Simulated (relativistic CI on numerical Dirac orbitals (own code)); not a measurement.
Computed by Dirac-Coulomb-Breit CI, orbitals from a KLI potential per configuration, model QED, unscaled Slater integrals (own radial code, finite nucleus).

CI space (outside the closed core [Ne]): 3s, 3p, 3d, 4s, 4p, 4d, 4f, 5s, 5p, 5d, 5f, 5g, 6s, 6p, 6d, 7s, 7p. Levels of other configurations are missing.

At this charge energies of transitions that change n are usually good to better than 1 %, and those within a shell (Δn = 0) to a few per cent.

Outline of the computed level scheme of Sn XL. Lowest level of each configuration: 3s ²S1/2 at 0.00 eV; 3p ²P°1/2 at 89.86 eV; 3d ²D3/2 at 265.24 eV; 4s ²S1/2 at 1261.03 eV; 4p ²P°1/2 at 1298.11 eV; 4d ²D3/2 at 1366.03 eV; 4f ²F°5/2 at 1394.61 eV; 5s ²S1/2 at 1820.14 eV; 5p ²P°1/2 at 1838.78 eV.

Some strong electric-dipole decays among the lowest 15 levels: 4f ²F°7/2 → 3d ²D5/2 (3.7e+13 s⁻¹); 4f ²F°5/2 → 3d ²D3/2 (3.5e+13 s⁻¹); 4d ²D5/2 → 3p ²P°3/2 (1.8e+13 s⁻¹); 4d ²D3/2 → 3p ²P°1/2 (1.5e+13 s⁻¹); 4p ²P°1/2 → 3s ²S1/2 (8.5e+12 s⁻¹); 4p ²P°3/2 → 3s ²S1/2 (6.9e+12 s⁻¹); 4s ²S1/2 → 3p ²P°3/2 (6.3e+12 s⁻¹); 5p ²P°1/2 → 3s ²S1/2 (4.7e+12 s⁻¹).
